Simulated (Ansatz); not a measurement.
Input file for ClFH4OSi2 (`O[SiH2][SiH](F)Cl`):

```yaml
crystal:
  periodic: [false, false, false]
  atoms:
    - {symbol: O, position_ang: [0.855285, 1.027106, 1.528638]}
    - {symbol: Si, position_ang: [1.062889, -0.100202, 0.344005]}
    - {symbol: Si, position_ang: [-1.028496, -0.548245, -0.631738]}
    - {symbol: F, position_ang: [-0.870054, -1.213660, -2.074942]}
    - {symbol: Cl, position_ang: [-1.921944, 1.293746, -0.873352]}
    - {symbol: H, position_ang: [0.360466, 1.816061, 1.298079]}
    - {symbol: H, position_ang: [1.974803, 0.363558, -0.738494]}
    - {symbol: H, position_ang: [1.638878, -1.298420, 0.999650]}
    - {symbol: H, position_ang: [-1.983327, -1.386244, 0.131055]}
basis:
  gaussian: {orbitals: def2-TZVPP}
correlation: {method: ccsd_t}
```

```sh
$ ansatz run in.yaml --threads 4 --pin off --events-out ev --progress --plain --max-ram 10444MiB
```

Log, shortened:

```
Functional definition: HF
1456 factors; integrals over basis functions are off by at most 7.6e-4 eV
mean field evaluation 1: about -33037.9190 eV, gradient 4.4e1 eV
mean field evaluation 2: about -33038.2222 eV, gradient 4.5e1 eV
mean field evaluation 4: about -33042.1368 eV, gradient 3.2e0 eV
mean field evaluation 8: about -33042.2025 eV, gradient 2.8e-1 eV
mean field -33042.20280869 eV, -1214.2785564097 hartree, gradient 7.2e-6 eV, S^2 0.000000; 0 other end points of the search recorded, 0 dependent functions left out
17 core orbitals not correlated: weight in the atoms' cores, before any rotation towards them, 1.000 or more for the frozen orbitals, at most 0.000 for the correlated occupied ones
reference -33042.20280869 eV, -1214.2785564097 hartree; 16, 16 occupied and 211, 211 virtual orbitals, 1456 factors
second order -24.92694766 eV of doubles, -0.00000000 eV of singles
cycle   1  -25.46551558 eV  change   -5.4e-1 eV  update   1.1e-1
cycle   2  -26.03935363 eV  change   -5.7e-1 eV  update   3.1e-2
cycle   3  -26.17557740 eV  change   -1.4e-1 eV  update   1.6e-2
cycle   4  -26.16045553 eV  change    1.5e-2 eV  update   3.4e-3
cycle   5  -26.15818712 eV  change    2.3e-3 eV  update   1.5e-3
cycle   6  -26.15898919 eV  change   -8.0e-4 eV  update   4.4e-4
cycle   7  -26.15877047 eV  change    2.2e-4 eV  update   1.6e-4
cycle   8  -26.15869457 eV  change    7.6e-5 eV  update   5.3e-5
cycle   9  -26.15871931 eV  change   -2.5e-5 eV  update   2.3e-5
perturbative correction -0.91751776 eV, -0.0337181559 hartree
Total energy: -33069.27904576 eV, -1215.2735897692 hartree
```

Hardware: 4 threads of an Arm Neoverse V2 on a shared host. Wall time 2.2 min, peak host memory 4.6 GiB.

The correlation energy is -27.076 eV, 3.4 % of it from (T); the T1 diagnostic reads 0.0116.
